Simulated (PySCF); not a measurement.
Structure problem from calculated spectra and properties.

Formula: C4H15N3OSi.

| Quantity | Value |
| --- | --- |
| Rotational structure | rotational constants A, B, C: 2.327, 0.698, 0.640 GHz [GFN2-xTB] |
| NMR, other nuclei | isotropic shieldings of nuclei other than C and H, by class: 218 (1 N), 222 (1 N), 230 (1 N), 296 (1 O), 370 (1 Si) ppm [GIAO PBE0/pcSseg-1] |
| 13C NMR | chemical shifts (computed TMS as zero) by class: 62.5 (1 C), 47.4 (1 C), 40.6 (1 C), 1.1 (1 C) ppm [GIAO PBE0/pcSseg-1] |
| Dipole | 0.72 D [PBE0/pcSseg-1] |
| 1H NMR | chemical shifts (computed TMS as zero) by class: 3.62 (1 H), 2.70 (1 H), 2.67 (1 H), 2.63 (3 H), 2.33 (1 H), 1.31 (1 H), 1.29 (1 H), 0.41 (2 H), -0.03 (3 H), -0.68 (1 H) ppm [GIAO PBE0/pcSseg-1] |

Electronic properties: PySCF, gas phase, density fitting. Levels stand in brackets. One conformer (not necessarily the lowest) at the GFN2-xTB geometry, without solvent, vibrations or thermal averaging. NMR classes are plain means over equivalent atoms (diastereotopic ones count apart unless rotation or inversion swaps them), as if these changed places fast.

**Question.** What is the compound? Reason from the data.

**Answer.** Numbering: `[CH3:1][NH:2][CH2:3][CH2:4][NH:5][Si@:6]([CH3:7])([NH2:8])[OH:9]`. Its formula, C4H15N3OSi, gives 0 degrees of unsaturation, so no ring and no π bond. 4 carbons fall into 4 classes; from least to most shielded: sp3 carbon bound to nitrogen [C3] (62.5 ppm), sp3 carbon bound to nitrogen [C4] (47.4 ppm), N-methyl carbon [C1] (40.6 ppm), Si-methyl carbon [C7] (1.1 ppm). Hydrogen classes from least to most shielded: 1 H on an sp3 carbon bound to nitrogen, C4 (3.62 ppm), 1 H on an sp3 carbon bound to nitrogen, C4 (2.70 ppm), 1 H on an sp3 carbon bound to nitrogen, C3 (2.67 ppm), 3 H on an N-methyl carbon, C1 (2.63 ppm, a mean of values up to 0.5 ppm apart in this geometry), 1 H on an sp3 carbon bound to nitrogen, C3 (2.33 ppm), 1 H on a silicon-bound nitrogen, N5 (1.31 ppm), 1 H on a silanol oxygen, O9 (1.29 ppm), 2 H on a silicon-bound nitrogen, N8 (0.41 ppm), 3 H on an Si-methyl carbon, C7 (-0.03 ppm), 1 H on a secondary amine nitrogen, N2 (-0.68 ppm). The other shieldings belong to: 218 ppm, silicon-bound nitrogen [N5]; 222 ppm, secondary amine nitrogen [N2]; 230 ppm, silicon-bound nitrogen [N8]; 296 ppm, silanol oxygen [O9]; 370 ppm, oxygen-bound silicon [Si6]. The optimised geometry has point group C1 and is an asymmetric top. Structure: `CNCCN[Si@](C)(N)O`. Computed isomers that give other values at the same levels: `C[Si@@](N)(O)NCCCN` (13C chemical shifts (computed TMS as zero) by class: 45.2 (1 C), 44.6 (1 C), 41.9 (1 C), -0.5 (1 C) ppm). The assignments are read from this structure; whether some other isomer fits the data as well wasn't checked. The mirror image fits equally.
